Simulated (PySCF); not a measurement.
Input of a run (PBE0-D3(BJ)/def2-SVP geometry optimisation, gas phase, def2 core potentials past Kr (PySCF 2.14.0)), started from GFN2-xTB:
```
{"job": {"xc": "PBE0", "basis": "def2-SVP", "d3": "d3bj", "grid": 1, "maxiter": 30, "shake": 0.01, "kind": "geom"}, "charge": 0, "multiplicity": 1}
F      2.058990    -1.297740     0.120450
P      1.484780    -0.097290    -0.836600
F      2.132990     1.071680     0.048360
Sn    -0.908510     0.050060     0.041000
H     -1.219960     0.100180     1.692960
H     -1.699850     1.404640    -0.595870
H     -1.814480    -1.260630    -0.520230
```

Output (energies in Eh, forces in Eh/bohr):
```
step   0  E = -756.56728341  max force = 0.014423
step   1  E = -756.57183486  max force = 0.005863
step   2  E = -756.57215189  max force = 0.002069
step   3  E = -756.57225860  max force = 0.001053
step   4  E = -756.57227845  max force = 0.000611
step   5  E = -756.57229167  max force = 0.000337
optimisation converged
```

Q: Summarise the run.

A: The energy falls by 13.1 kJ/mol over 6 energy and gradient evaluations, the largest force component goes from 0.0144 to 3.4e-04 Eh/bohr, and the atoms move by 0.149 Å rms after alignment. The bond that changes most is Sn4–H5 (ends: tin bonded to P and 3 H; hydrogen on tin), which lengthens by 0.028 Å. Bonds longer at the end by more than 0.005 Å: 5 of 6; shorter: 1. Among the angles that change most is P2–Sn4–H5, from 120.9° to 107.5°. The energy never rose by more than 1e-6 Eh on the way. The first step brought 91 % of the lowering.

Q: What are the final bond lengths?

A: F1–P2 1.625 Å, P2–F3 1.624 Å, P2–Sn4 2.572 Å, Sn4–H5 1.710 Å, Sn4–H6 1.713 Å, Sn4–H7 1.713 Å. Numbering counts from 1 in the input's order; the species is `F[P](F)[SnH3]`.

The run used 87 basis functions and 41 SCF cycles in all. On one thread of an Arm Neoverse V2, no GPU, shared host with 96 logical CPUs at a one-minute load of 62, this took 20 s of wall time and 0.37 GiB of memory at its peak.

Stationary, but not proved a minimum.
